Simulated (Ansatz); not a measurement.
Start from `CSC([SiH3])S` and change one atom or group to get `[SiH3]CS`.

Ansatz, PBE0-D4/def2-TZVP geometries, multiplicity 1. Each molecule was computed in one conformer, which needn't be the lowest.

```csv
property,`CSC([SiH3])S`
HOMO–LUMO gap (PBE/def2-TZVPP) / eV,4.25
size of the dipole moment (PBE/def2-TZVPP) / D,1.67
HOMO energy (ωB97M-V/def2-TZVPP) / eV,-8.66
size of the dipole moment (ωB97M-V/def2-TZVPP) / D,1.75
HOMO energy (PBE0/def2-TZVPP) / eV,-6.47
HOMO–LUMO gap (ωB97M-V/def2-TZVPP) / eV,10.31
```

Question: Give the same properties after the change, and the shifts. (An estimate is asked.)

Answer: Ansatz gave: 
| property | `[SiH3]CS` | shift |
| --- | --- | --- |
| HOMO–LUMO gap (PBE/def2-TZVPP) / eV | 4.75 | 0.50 |
| size of the dipole moment (PBE/def2-TZVPP) / D | 1.06 | -0.61 |
| HOMO energy (ωB97M-V/def2-TZVPP) / eV | -9.06 | -0.40 |
| size of the dipole moment (ωB97M-V/def2-TZVPP) / D | 1.10 | -0.65 |
| HOMO energy (PBE0/def2-TZVPP) / eV | -6.84 | -0.37 |
| HOMO–LUMO gap (ωB97M-V/def2-TZVPP) / eV | 10.76 | 0.45 |

With PBE0 the HOMO falls by 0.37 eV and the LUMO rises by 0.14 eV, so the gap widens by about 0.51 eV. PBE moves the HOMO by -0.33 eV and ωB97M-V by -0.40 eV. Dipoles are sizes alone; their direction can turn.
